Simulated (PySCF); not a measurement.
**Structure from NMR data**

Molecular formula: C₂H₁₅NSi₄. Simulated spectra:

1H NMR (500 MHz, computed): δ 4.48 (m, 1H), 3.40 (m, 3H), 3.28 (d, 3H), 3.20 (m, 1H), 3.06 (m, 1H), 2.21 (s, 6H).

13C{1H} NMR (computed): δ 37.5 (CH3, 2C).

Equivalent nuclei averaged, non-relativistic Hamiltonian, isolated molecule, single conformer. σ from GIAO-HF/pcSseg-1; PBE0-D3(BJ)/def2-SVP geometry; PySCF 2.14.0 with density-fitted response routines.

Shifts are taken against calculated references (same method and geometry level): 1H and 13C vs TMS.

Question: Propose a structure and justify it.

Answer: 
The formula gives 0 degrees of unsaturation. 1 carbon signal for 2 carbons: some carbons are equivalent by symmetry or fast rotation. Carbon types of the structure: 2 × CH3, leaving 9 H on heteroatoms. δC 37.5: methyl carbon bonded to N; pulled downfield by the heteroatom. δH 4.48: hydrogen on a silicon bonded to N, 2 Si. δH 3.40, 3.28: hydrogen on a silicon bonded to Si. δH 3.20, 3.06: hydrogen on a silicon bonded to 2 Si. δH 2.21: hydrogen on a methyl carbon bonded to N; its carbon carries N, an electronegative neighbour.

Structure: `CN(C)[Si@H]([SiH3])[SiH2][SiH3]`.

The shifts were computed for this structure.

Shifts are as computed. Against solution values, carbons near 30 ppm lie about -0 ppm off and those near 130 ppm about +7 ppm. Of 1211 compounds with measured shifts, 218 miss one by over three times the rms of a fit or turn the order of signals round; such compounds aren't used in these exercises. No couplings were computed; multiplicities are counted from neighbouring protons, with m where these are inequivalent, close in shift, in a saturated or five-membered ring or joined by F or P, and br s for small geminal =CH2 splittings.
